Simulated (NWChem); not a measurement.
System: CH3CaClN2

Here is an NWChem input.

```
start job
memory heap 200 mb stack 900 mb global 1100 mb
geometry units angstroms noautosym nocenter noautoz
  Ca    -0.081754    -0.377011     0.000000
  Cl     0.270289    -2.827620     0.000000
  C     -0.451673     2.253409     0.000000
  N     -0.359795     1.597631    -1.146800
  N     -0.359795     1.597631     1.146800
  H     -0.605717     3.351511     0.000000
  H     -0.442743     2.192306    -1.962999
  H     -0.442743     2.192306     1.962999
end
basis spherical
  * library cc-pvtz
end
dft
  xc pbe0
  iterations 150
  semidirect filesize 400000000
end
property
  efieldgrad
end
task dft property
```

NWChem printed, in part:

```
             Northwest Computational Chemistry Package (NWChem) 7.3.0
             --------------------------------------------------------

                             Geometry "geometry" -> ""
                             -------------------------

 Output coordinates in angstroms (scale by  1.889725989 to convert to a.u.)

  No.       Tag          Charge          X              Y              Z
 ---- ---------------- ---------- -------------- -------------- --------------
    1 Ca                  20.0000    -0.08175400    -0.37701100     0.00000000
    2 Cl                  17.0000     0.27028900    -2.82762000     0.00000000
    3 C                    6.0000    -0.45167300     2.25340900     0.00000000
    4 N                    7.0000    -0.35979500     1.59763100    -1.14680000
    5 N                    7.0000    -0.35979500     1.59763100     1.14680000
    6 H                    1.0000    -0.60571700     3.35151100     0.00000000
    7 H                    1.0000    -0.44274300     2.19230600    -1.96299900
    8 H                    1.0000    -0.44274300     2.19230600     1.96299900

 Effective nuclear repulsion energy (a.u.)     277.5955814880

                              NWChem Property Module
                              ----------------------

  itol2e modified to match energy
  convergence criterion.

                                 NWChem DFT Module
                                 -----------------

 Summary of "ao basis" -> "ao basis" (spherical)
 ------------------------------------------------------------------------------
       Tag                 Description            Shells   Functions and Types
 ---------------- ------------------------------  ------  ---------------------
 Ca                         cc-pvtz                 15       43   6s5p3d1f
 Cl                         cc-pvtz                 12       34   5s4p2d1f
 C                          cc-pvtz                 10       30   4s3p2d1f
 N                          cc-pvtz                 10       30   4s3p2d1f
 H                          cc-pvtz                  6       14   3s2p1d

  itol2e modified to match energy
  convergence criterion.

[...]

          -----------------------
          Electric field gradient
          -----------------------

 1 a.u. = 0.324123 10**(16) esu/cm**3  ( or statvolts/cm**2 ) = 0.97174 10**(22) v/m**2

 ------------------------------------------------------------
   Atom      X         Y         Z
 ------------------------------------------------------------
    1 Ca  -0.15449  -0.71245   0.00000
 ------------------------------------------------------------

 Electric field gradient in molecular frame (a.u.)
         XX             YY             ZZ             XY             XZ             YZ
 ------------------------------------------------------------------------------------------
       -0.769448       1.005253      -0.235805      -0.257689      -0.000000       0.000000

 Principal components (a.u.) and orientation
 of principal axis w.r.t. absolute frame                      Asymmetry parameter eta
 --------------------------------------------------------------------------------------
        1.041912      -0.806107      -0.235805                       0.547361

       -0.140844       0.990032      -0.000000
        0.990032       0.140844      -0.000000
        0.000000       0.000000       1.000000

 ------------------------------------------------------------
   Atom      X         Y         Z
 ------------------------------------------------------------
    2 Cl   0.51077  -5.34343   0.00000
 ------------------------------------------------------------

 Electric field gradient in molecular frame (a.u.)
         XX             YY             ZZ             XY             XZ             YZ
 ------------------------------------------------------------------------------------------
        0.001920      -0.062913       0.060993       0.009492      -0.000000       0.000000

 Principal components (a.u.) and orientation
 of principal axis w.r.t. absolute frame                      Asymmetry parameter eta
 --------------------------------------------------------------------------------------
       -0.064274       0.060993       0.003281                       0.897893

       -0.141943      -0.000000       0.989875
        0.989875       0.000000       0.141943
       -0.000000       1.000000       0.000000

 ------------------------------------------------------------
   Atom      X         Y         Z
 ------------------------------------------------------------
    3 C   -0.85354   4.25833   0.00000
 ------------------------------------------------------------

 Electric field gradient in molecular frame (a.u.)
         XX             YY             ZZ             XY             XZ             YZ
 ------------------------------------------------------------------------------------------
       -0.440905       0.176824       0.264081      -0.088345       0.000000      -0.000000

 Principal components (a.u.) and orientation
 of principal axis w.r.t. absolute frame                      Asymmetry parameter eta
 --------------------------------------------------------------------------------------
       -0.453292       0.264081       0.189211                       0.165171

        0.990314       0.000000      -0.138846
        0.138846      -0.000000       0.990314
        0.000000       1.000000       0.000000

 ------------------------------------------------------------
   Atom      X         Y         Z
 ------------------------------------------------------------
    4 N   -0.67991   3.01908  -2.16714
 ------------------------------------------------------------

[...]
```

Level: PBE0/cc-pVTZ. Structure relaxed at the PBE0/def2-SVP level. NWChem prints the field gradient with the sign opposite to the second derivative of the potential.
